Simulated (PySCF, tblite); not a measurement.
Task: Write Cartesian coordinates for `c1(Cl)c(C(=O)C)ocp1` as optimised with GFN2-xTB.

Result: 
```
atom  x, y, z in Å
C1    -1.9293   -0.7234    0.1210
C2    -1.1171    0.5337    0.2879
O3    -1.5913    1.5999    0.6024
C4     0.3221    0.3604    0.0331
O5     0.7745   -0.8574   -0.3125
C6     2.0897   -0.8638   -0.5103
P7     2.9144    0.6226   -0.2944
C8     1.3235    1.3086    0.1001
Cl9    1.0678    2.9389    0.5097
H10   -1.8188   -1.0997   -0.8937
H11   -2.9751   -0.5121    0.3254
H12   -1.5656   -1.4880    0.8038
H13    2.5008   -1.8191   -0.7903
```

Orientation and origin are arbitrary. Atoms count from 1 in this order. The 3 C–C bonds span 1.381 Å (C4–C8, aromatic) to 1.506 Å (C1–C2, drawn single), a spread of 0.125 Å. The C–O distances run from 1.209 Å (C2=O3, drawn double) to 1.344 Å (C4–O5, aromatic), a spread of 0.135 Å. The 2 C–P bonds span 1.714 Å (C6–P7, aromatic) to 1.777 Å (P7–C8, aromatic), a spread of 0.063 Å. The 9 heavy atoms lie in one plane (0.000 Å rms).

Bonds between heavy atoms (Å): C1–C2 1.506, C2=O3 1.209, C2–C4 1.472, C4–O5 1.344, O5–C6 1.330, C6–P7 1.714, P7–C8 1.777, C8–Cl9 1.700, C4–C8 1.381.

Computed geometry: GFN2-xTB, gas phase.

Point group: Cs (every atom within 0.08 Å of its image). Its GFN2-xTB frequencies are all real (lowest 52 cm⁻¹). The numbers are those of one conformer (C1–C2–C4–O5 0°). 3 starts were optimised and ended at 0.00, 0.02 and 1.95 kcal/mol (GFN2-xTB); the lowest of these is shown.
